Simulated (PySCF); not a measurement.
Si(F)(H)2(OAc) (C2H5FO2Si), SMILES O=C(C)O[SiH2]F.

The structure is a stationary point at B3LYP-D3(BJ)/def2-SVP. Other conformers were not sampled.

Calculation: TDA-PBE/def2-SVPD (PySCF).

Vertical excitations. Isolated molecule, no solvent. State labels are in the subgroup Cs.

```json
[
 {"state": "S1", "symmetry": "A\"", "energy (eV)": "5.55", "λ (nm)": "224", "f": "0.001", "main pairs": "HOMO→LUMO 100 %"},
 {"state": "S2", "symmetry": "A'", "energy (eV)": "6.41", "λ (nm)": "193", "f": "0.005", "main pairs": "HOMO→LUMO+1 68 %, HOMO→LUMO+2 32 %"},
 {"state": "S3", "symmetry": "A'", "energy (eV)": "6.48", "λ (nm)": "191", "f": "0.023", "main pairs": "HOMO→LUMO+2 61 %, HOMO→LUMO+1 29 %, HOMO−1→LUMO 10 %"},
 {"state": "S4", "symmetry": "A'", "energy (eV)": "6.92", "λ (nm)": "179", "f": "0.078", "main pairs": "HOMO−1→LUMO 56 %, HOMO−2→LUMO 33 %"},
 {"state": "S5", "symmetry": "A'", "energy (eV)": "7.18", "λ (nm)": "173", "f": "0.000", "main pairs": "HOMO→LUMO+3 97 %"},
 {"state": "S6", "symmetry": "A'", "energy (eV)": "7.39", "λ (nm)": "168", "f": "0.005", "main pairs": "HOMO→LUMO+4 100 %"},
 {"state": "S7", "symmetry": "A\"", "energy (eV)": "7.44", "λ (nm)": "167", "f": "0.000", "main pairs": "HOMO−3→LUMO 98 %"},
 {"state": "S8", "symmetry": "A\"", "energy (eV)": "7.58", "λ (nm)": "164", "f": "0.005", "main pairs": "HOMO−1→LUMO+1 87 %"},
 {"state": "S9", "symmetry": "A\"", "energy (eV)": "7.63", "λ (nm)": "163", "f": "0.001", "main pairs": "HOMO−1→LUMO+2 87 %"},
 {"state": "S10", "symmetry": "A'", "energy (eV)": "8.15", "λ (nm)": "152", "f": "0.070", "main pairs": "HOMO−2→LUMO 36 %, HOMO→LUMO+5 24 %, HOMO−1→LUMO 17 %, HOMO−4→LUMO 10 %"},
 {"state": "T1", "symmetry": "A\"", "energy (eV)": "5.02", "λ (nm)": "247", "f": "0", "main pairs": "HOMO→LUMO 100 %"},
 {"state": "T2", "symmetry": "A'", "energy (eV)": "5.99", "λ (nm)": "207", "f": "0", "main pairs": "HOMO−1→LUMO 80 %, HOMO−2→LUMO 17 %"},
 {"state": "T3", "symmetry": "A'", "energy (eV)": "6.29", "λ (nm)": "197", "f": "0", "main pairs": "HOMO→LUMO+2 57 %, HOMO→LUMO+1 41 %"},
 {"state": "T4", "symmetry": "A'", "energy (eV)": "6.36", "λ (nm)": "195", "f": "0", "main pairs": "HOMO→LUMO+1 58 %, HOMO→LUMO+2 42 %"}
]
```
Triplets are in the Tamm–Dancoff approximation.
